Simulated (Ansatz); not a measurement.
Species: CH₃AlI₂, SMILES `[CH3][Al]([I])[I]` (charge 0, multiplicity 1), formula CH3AlI2.

Task: How many basis functions does frozen-core CCSD(T)/def2-TZVPP // PBE0-D3(BJ)/def2-TZVP run with Ansatz (an electronic-structure program) use, how many core orbitals are frozen, and how many electrons are correlated?

Result: 215 basis functions and 14 frozen orbitals, which leaves 44 correlated electrons (filled d shells below the valence shell are correlated). Core time is of the order of minutes.
